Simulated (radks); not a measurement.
Initial-state core-level shifts of neutral germanium when its valence configuration changes from [Ar] 3d10 4s2 4p2. Method: scalar-relativistic Kohn-Sham, PBE, spin-unpolarised, spherical densities, finite nucleus; Fermi nuclear charge, rms radius 4.0742 fm; computed with a radial shooting solver on a logarithmic mesh with Libxc functionals. Shifts are changes of the shell-averaged eigenvalues in eV (positive: less bound); the change of the density at the nucleus, which sets a Mossbauer isomer shift, is in e/bohr^3, on a base of 3.209e+04.

valence               2s       2p       3s       3p  density at nucleus
3d10 4s1 4p3      -1.739   -1.739   -1.793   -1.788             -16.668
3d10 4p4          -3.357   -3.356   -3.468   -3.457             -34.746
3d9 4s2 4p3      -12.828  -12.726  -10.653  -10.417             +11.584
3d8 4s2 4p4      -26.787  -26.574  -21.729  -21.250             +24.375
3d9.5 4s2 4p2.5   -6.269   -6.219   -5.268   -5.153              +5.637
3d8.5 4s2 4p3.5  -19.670  -19.513  -16.143  -15.786             +17.833
3d9 4p5          -15.940  -15.831  -13.828  -13.578             -29.353
3d9 4s1 4p4      -14.427  -14.321  -12.282  -12.039              -8.260
3d8 4s1 4p5      -28.273  -28.054  -23.228  -22.741              +1.346
